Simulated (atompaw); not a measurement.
**What one change does to a pseudopotential (phosphorus, PAW (atompaw))**

atompaw 4.2.0.5 input, output lines left out:

```
P 15
GGA-PBESOL loggrid 1500 logderivrange -3 5 201
3 3 0 0 0 0
3 1 3
0 0 0
c
c
v
c
v
2
2.25 1.90 1.95 1.60
y
-0.2
n
y
0.35
n
y
0.2
y
2.65
n
custom rrkj vanderbiltortho sinc
3 1 ultrasoft
1.80
2.25
2.25
2.25
2.25
1.80
```

Change: all radii scaled by about 1.23 (s 2.22, p 2.78, d 2.78 bohr); local potential ultrasoft scheme with l = 3 at 1 Ry, radius 2.40 bohr; augmentation sinc compensation charge, radius 2.34 bohr; PAW radius 2.78 bohr; waves and projectors: custom rrkj vanderbiltortho; core correction smooth core density matched at 1.98 bohr.

Cutoffs: the cutoffs (Ry, on a coarse ladder) from which the occupation-weighted sum of valence levels, in a spherical-Bessel basis at the reference potential, stays within 10 and 1 mRy of its value at 400 Ry; they do not see the model core or the augmentation charge, which bear on the density cutoff.

**Question.** What does the change do?

**Answer.** The potential gets softer (12 Ry and 15 Ry → 8 Ry and 10 Ry); neither file shows a bound ghost. A larger radius leaves more room for a smooth pseudo-wave, so fewer plane waves are needed.

```csv
quantity,base,changed
"cutoff, loose",12 Ry,8 Ry
"cutoff, tight",15 Ry,10 Ry
loose cutoff by channel (10 mRy a level),"s 6 Ry, p 10 Ry","s 6 Ry, p 6 Ry"
bound ghosts,none,none
lowest overlap eigenvalue by channel,"s 0.23, p 0.90, d 0.96","s 0.31, p 0.58, d 1.00"
```

 The cutoffs see the waves, projectors and local potential, not the compensation charge or the core.
